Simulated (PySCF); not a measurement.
Compound: C5H8BFO2.
Z-matrix (Å and degrees, PBE0-D3(BJ)/def2-SVP geometry), rows numbered from 1:
```
C 
C   1  1.5252
B   2  1.5908  1  115.21
O   3  1.5845  2  108.35  1    59.02
C   4  1.2429  3  123.20  2  -115.45
F   5  1.3069  4  115.56  3   178.25
C   5  1.3976  4  125.90  3    -2.05
C   7  1.3869  5  115.54  4     0.36
O   8  1.2683  7  124.66  5     0.24
H   1  1.1031  2  111.62  3   -60.96
H   1  1.1013  2  112.58  3   179.09
H   1  1.1029  2  111.58  3    59.00
H   2  1.1045  1  110.16  3   122.30
H   2  1.1045  1  110.13  3  -122.06
H   3  1.2166  2  117.53  1   179.25
H   7  1.0864  5  121.60  4  -179.59
H   8  1.0998  7  120.09  5  -179.64
```

Level of theory: delta-SCF UKS SCAN, pcX-2 on the ionised atom, pcseg-1 elsewhere, spin-free X2C in PySCF 2.14.0. Every row has its own mixed basis.

| ionised atom | basis functions | E(ground) (Eh) | binding energy (eV) |
| --- | --- | --- | --- |
| B3 | 197 | -470.55036 | 196.267 |
| C1 | 197 | -470.55323 | 290.265 |
| C2 | 197 | -470.55320 | 289.458 |
| C7 | 197 | -470.55721 | 291.218 |
| C8 | 197 | -470.55789 | 293.749 |
| O4 | 197 | -470.58098 | 539.556 |
| O9 | 197 | -470.58096 | 539.182 |
| F6 | 197 | -470.60101 | 694.351 |

Fill in the total energy of each core-ionised state.

With binding energy = E(ionised) − E(ground) and 27.2114 eV a hartree:

```
atom  binding energy (Eh)  E(ionised) (Eh)
  B3               7.2127        -463.3377
  C1              10.6670        -459.8862
  C2              10.6374        -459.9158
  C7              10.7021        -459.8552
  C8              10.7951        -459.7628
  O4              19.8283        -450.7527
  O9              19.8146        -450.7664
  F6              25.5169        -445.0841
```

How much do the ground-state energies differ, and what would follow from using one of them for all holes?

They run from -470.6010 Eh (core basis on F6) to -470.5504 Eh (on B3), 0.0506 Eh or 1.38 eV apart, though the state is the same; only basis and grid differ. Pairing the ion of B3 with the ground state of F6 would put its binding energy 1.38 eV too high.

Lowest listed C 1s: C2, bonded to C, 2 H and B. Highest, 4.29 eV above it: C8, bonded to O (double bond), C and H. Summing the Pauling electronegativity differences to the bonded atoms, each weighted by its formal bond order, gives -1.21 for the lowest site and +1.43 for the highest; no listed site has a larger sum than the highest.

Only 1s holes are shown. One conformer (not necessarily the lowest) at the PBE0-D3(BJ)/def2-SVP geometry, without solvent, vibrations or thermal averaging.

Hardware: Arm Neoverse V2, one thread, shared host with 32 logical CPUs at a one-minute load of 14. Cost: 1.8 min of wall time, 0.82 GiB resident at most.
